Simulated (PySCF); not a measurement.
Ag³⁺ (silver, charge +3) across methods

[Kr] 4d8, high-spin 3F determinant. Calculation: PySCF 2.14, in x2c-TZVPPall; scalar relativity by spin-free X2C-1e.

```
method  E (hartree)  mean ε 4p β (eV)  mean ε 4d α (eV)  mean ε 4d β (eV)  Σ⟨r²⟩ (bohr²)   ⟨S²⟩
M06-2X     -5313.46           -103.45           -49.136           -47.571          26.02  2.001
   LDA     -5307.46           -96.017           -44.659           -43.258          26.15  2.000
   PBE     -5312.60           -95.779           -44.485           -43.122          26.10  2.001
  MN15     -5316.50           -99.630           -47.497           -46.184          25.99  2.000
   UHF  -5310.64305           -110.15           -52.658           -50.731          25.90  2.003
r2SCAN     -5313.03           -97.055           -44.969           -43.493          25.96  2.001
 B97-3     -5312.71           -100.03           -46.822           -45.476          25.98  2.001
  PBE0     -5312.69           -99.726           -46.807           -45.318          26.00  2.001
```

(1) Estimate the same row for wB97X-V.

Answers

(1) E (hartree) = -5312.75; mean ε 4p β (eV) = -102.04; mean ε 4d α (eV) = -49.203; mean ε 4d β (eV) = -47.889; Σ⟨r²⟩ (bohr²) = 26.01; ⟨S²⟩ = 2.001.
